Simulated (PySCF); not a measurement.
# [C6H6FO2S]+, charge +1

Geometry:
```
atom   x (Å)   y (Å)   z (Å)
  C1   2.671   0.875  -0.786
  C2   1.474   0.299  -0.377
  C3   0.309  -0.047  -0.033
  C4  -0.166  -1.312   0.630
  F5   0.759  -1.769   1.500
  S6  -1.815  -0.937   1.565
  O7  -2.626  -2.093   1.333
  C8  -2.143   0.244   0.107
  C9  -0.916   0.985  -0.192
 O10  -0.729   2.122  -0.432
 H11   2.461   1.932  -1.019
 H12   3.408   0.880   0.025
 H13   3.076   0.406  -1.686
 H14  -0.373  -2.109  -0.098
 H15  -2.442  -0.411  -0.714
 H16  -2.954   0.943   0.321
```

Total charge +1.

Computed with TDDFT PBE0/def2-SVPD circular dichroism and optical rotation, one conformer, gas phase (PySCF). Geometry: GFN2-xTB.

The bonding changed while the geometry was optimised; results refer to the coordinates, not to the name. The molecule is flexible and this is one conformer; a measurement averages over conformers.

(1) What are the CIP labels of the stereocentres?

(2) List the lowest 16 singlet excitations with oscillator and rotatory strengths.

Answers

(1) C4 S, S6 R.

(2) Rotatory strengths R in 10⁻⁴⁰ esu² cm², velocity form and length form (origin at the centre of mass); f in length form.
```tsv
state	E (eV)	λ (nm)	f	R (velocity)	R (length)	main
1	1.97	628	0.013	+33.5	+33.8	HOMO→LUMO 0.97
2	2.53	491	0.005	+1.8	+2.0	HOMO−1→LUMO 0.94
3	3.35	370	0.004	+5.4	+5.6	HOMO−3→LUMO 0.82, HOMO−2→LUMO 0.09
4	3.59	345	0.009	-3.9	-4.8	HOMO→LUMO+1 0.74, HOMO−2→LUMO 0.20
5	3.75	331	0.073	-60.1	-62.0	HOMO−2→LUMO 0.52, HOMO→LUMO+1 0.23
6	4.04	307	0.013	-22.6	-22.7	HOMO−1→LUMO+1 0.67, HOMO−2→LUMO+1 0.21
7	4.78	260	0.009	+18.5	+19.7	HOMO−2→LUMO+1 0.76, HOMO−1→LUMO+1 0.19
8	5.17	240	0.013	+29.9	+28.9	HOMO−4→LUMO 0.77, HOMO→LUMO+2 0.11
9	5.35	232	0.026	-17.9	-16.5	HOMO→LUMO+2 0.83, HOMO−4→LUMO 0.09
10	5.62	221	0.001	+3.7	+3.5	HOMO−5→LUMO 0.76, HOMO−4→LUMO 0.10
11	5.98	207	0.006	+2.3	+1.8	HOMO−6→LUMO 0.86
12	6.06	204	0.007	-24.6	-26.5	HOMO−1→LUMO+2 0.48, HOMO→LUMO+3 0.37
13	6.33	196	0.042	+28.7	+29.9	HOMO−7→LUMO 0.77, HOMO−3→LUMO+1 0.12
14	6.39	194	0.211	+30.2	+30.7	HOMO−3→LUMO+1 0.56, HOMO−7→LUMO 0.14
15	6.61	188	0.120	-74.1	-70.7	HOMO→LUMO+4 0.51, HOMO−1→LUMO+2 0.22
16	6.70	185	0.015	+8.9	+8.7	HOMO→LUMO+3 0.32, HOMO→LUMO+4 0.27
```

Among the states computed, the strongest CD band (largest |R|) is state 15. The largest dissymmetry factor in size, g = 4R/(D+G), with D and G the electric and magnetic dipole strengths, is -0.038 for state 12 (velocity form, f = 0.006), among bands with |R| over 0.5. The mirror image has the same energies and oscillator strengths and all R with the opposite sign.
